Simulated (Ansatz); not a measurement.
`[F][Sb]([SiH3])[SiH3]` + HCl → `[SiH3][Sb]([SiH3])[Cl]` + H–F  (ligand exchange at the Sb–F bond)

Calculated with Ansatz (gas phase, PBE0-D4/def2-TZVP geometries, no zero-point term in ΔE). CCSD(T)/CBS is the MP2 limit (def2-TZVPP, def2-QZVPP) plus CCSD(T) − MP2 in def2-TZVPP, frozen cores. This one scheme is used for every species. Functionals use def2-TZVPP. HSE06 is defined as in plane-wave codes. def2 core potentials past Kr. For Sb outer-core shells are correlated without core-valence functions, which leaves a few kJ/mol of doubt a bond.

`[F][Sb]([SiH3])[SiH3]`:

Cartesian coordinates in Å:
```
F 1.388 2.134 -0.267
Sb 1.433 0.279 -0.828
Si 0.811 -0.640 1.508
Si -1.073 0.213 -1.464
H 1.986 -0.563 2.415
H -0.327 0.113 2.094
H 0.431 -2.069 1.330
H -1.291 0.929 -2.748
H -1.913 0.821 -0.401
H -1.443 -1.218 -1.640
```

HCl:

```xyz
2

Cl    0.227    0.029    0.597
H    -0.227   -0.029   -0.597
```

`[SiH3][Sb]([SiH3])[Cl]`:

Z-matrix (Å, degrees):
```
Si
Sb 1 2.579
H 1 1.485 2 109.0
H 1 1.484 2 110.6 3 121.1
H 1 1.489 2 108.1 3 -118.6
Si 2 2.579 1 89.8 3 -165.4
Cl 2 2.379 1 92.9 3 -72.5
H 6 1.489 2 108.1 1 -76.1
H 6 1.484 2 110.7 1 44.2
H 6 1.485 2 109.0 1 165.3
```

H–F:

```xyz
2

F     0.092   -0.292   -0.343
H    -0.092    0.292    0.343
```

```
             level  ΔE (kcal/mol)
           BLYP-D4           -8.5
             HSE06          -11.0
RPA@PBE/def2-TZVPP           -9.6
     CCSD/def2-SVP          -10.0
```

(1) What does CCSD(T)/CBS give? (An estimate is asked.)

Largest T1 diagnostic among the species: 0.014.

## Answers

(1) Ansatz gave: -12.0 kcal/mol. The listed levels differ from it by 3.5, 1.0, 2.4, 2.0 kcal/mol.

From r2SCAN to r2SCAN0 (25 % exact exchange), in def2-TZVPP and without D4, ΔE moves by −2.0 kcal/mol. The D4 term adds −2.0 kcal/mol with B3LYP and −1.1 kcal/mol with PBE0; it sums over pairs of atoms, weighted by their polarisabilities, and B3LYP, whose exchange is more repulsive, gets the larger term.

B3LYP here is the variant with VWN-RPA as its local correlation; programs differ in this.
